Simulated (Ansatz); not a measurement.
C₁₀H₆O₂ (`O=C1C=CC(=O)c2ccccc21`). The species carries charge 0 and has multiplicity 1. Geometry: relaxed with PBE0-D4/def2-TZVP.

```xyz
18

O    -1.417    0.445   -2.549
C    -0.832   -0.195   -1.699
C    -0.594   -1.640   -1.882
C     0.045   -2.375   -0.971
C     0.559   -1.796    0.285
O     1.137   -2.493    1.094
C     0.340   -0.346    0.505
C     0.805    0.248    1.672
C     0.604    1.600    1.885
C    -0.061    2.367    0.934
C    -0.527    1.781   -0.230
C    -0.329    0.424   -0.449
H    -0.974   -2.062   -2.806
H     0.221   -3.437   -1.101
H     1.321   -0.370    2.397
H     0.967    2.063    2.795
H    -0.216    3.426    1.106
H    -1.049    2.357   -0.985
```

(1) What is the dipole moment at ωB97M-V/def2-TZVPP? (Estimate.)

(2) And with PBE, r2SCAN, B3LYP? (An estimate is asked.)

(3) Give the Mulliken charges with ωB97M-V, r2SCAN, PBE in def2-TZVPP. (Estimate.)

Results:

(1) Ansatz gave: 1.29 D, with components (0.14, 1.05, 0.74) D in this frame, pointing from negative to positive charge.

(2) Ansatz gave: PBE 1.36 D, r2SCAN 1.41 D, B3LYP 1.39 D.

(3) Computed: 
| atom | ωB97M-V | r2SCAN | PBE |
| --- | --- | --- | --- |
| O1 | -0.29 | -0.31 | -0.23 |
| C2 | 0.24 | 0.27 | 0.20 |
| C3 | -0.11 | -0.11 | -0.10 |
| C4 | -0.11 | -0.11 | -0.10 |
| C5 | 0.24 | 0.27 | 0.20 |
| O6 | -0.29 | -0.31 | -0.23 |
| C7 | -0.06 | -0.04 | -0.04 |
| C8 | -0.09 | -0.08 | -0.11 |
| C9 | -0.10 | -0.07 | -0.09 |
| C10 | -0.10 | -0.07 | -0.09 |
| C11 | -0.09 | -0.08 | -0.11 |
| C12 | -0.06 | -0.04 | -0.04 |
| H13 | 0.13 | 0.11 | 0.11 |
| H14 | 0.13 | 0.11 | 0.11 |
| H15 | 0.14 | 0.13 | 0.13 |
| H16 | 0.13 | 0.11 | 0.13 |
| H17 | 0.13 | 0.11 | 0.13 |
| H18 | 0.14 | 0.13 | 0.13 |

B3LYP here is the variant with VWN-RPA as its local correlation; programs differ in this.
